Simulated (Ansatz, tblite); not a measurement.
Cost and result up the ladder for the cluster Sn5Cl4⁺ (9 atoms). The state is a doublet with charge 1. Geometry: PBE-D4/def2-SVP.

```xyz
9

Sn    3.536   -0.871   -0.715
Sn    0.782    0.767    1.521
Sn   -1.627    1.523   -2.308
Sn    0.865    0.008   -1.468
Sn   -1.126   -1.779    0.072
Cl   -1.260   -0.654    2.400
Cl   -3.014   -0.244   -0.916
Cl   -0.736    2.651   -0.191
Cl    2.579   -1.402    1.604
```

Ansatz on 4 threads of Intel Xeon 6975P-C on a shared host; xTB runs through tblite on one thread. Times are rough, summed over both states, and most runs start from the orbitals of an earlier one. PBE0-D4/def2-SVP serves as the yardstick here, not as an exact answer. The other state is a quartet at its own geometry, which has other bonds, so the gap mixes isomer and spin.

In the def2 sets Sn takes a core potential; there is no spin–orbit coupling. The xTB rows come from tblite. Correlated methods freeze 40 core orbitals; core or outer-core shells of Sn are correlated, in sets that lack core-valence functions. The structure comes from a short search, and lower isomers may exist.

Correlated methods converge slowly with the basis, most of all in double-zeta sets.

xTB has no spin-polarisation term.

```json
{"level": "GFN1-xTB", "functions": "81", "wall time": "0.043 s"}
{"level": "GFN2-xTB", "functions": "81", "wall time": "0.097 s"}
{"level": "LDA (SPW92)/def2-SVP", "functions": "202", "wall time": "5.3 s"}
{"level": "PBE-D4/def2-SVP", "functions": "202", "wall time": "9.6 s"}
{"level": "r2SCAN-D4/def2-SVP", "functions": "202", "wall time": "24 s"}
{"level": "PBE0-D4/def2-SVP (with forces)", "functions": "202", "wall time": "24 s"}
{"level": "MP2/def2-SVP", "functions": "202", "wall time": "31 s"}
{"level": "PBE-QIDH/def2-SVP", "functions": "202", "wall time": "43 s"}
```

Estimate what each level gives for the quartet − doublet (eV).


```csv
level,quartet − doublet (eV),difference from PBE0-D4/def2-SVP (eV),remarks
GFN1-xTB,1.58,0.68,–
GFN2-xTB,1.91,1.01,–
LDA (SPW92)/def2-SVP,1.02,0.12,–
PBE-D4/def2-SVP,0.89,-0.01,–
r2SCAN-D4/def2-SVP,0.89,-0.01,–
PBE0-D4/def2-SVP (with forces),0.90,0.00,–
MP2/def2-SVP,0.99,0.09,spin-contaminated (⟨S²⟩ 0.88) (doublet)
PBE-QIDH/def2-SVP,0.97,0.07,–
```
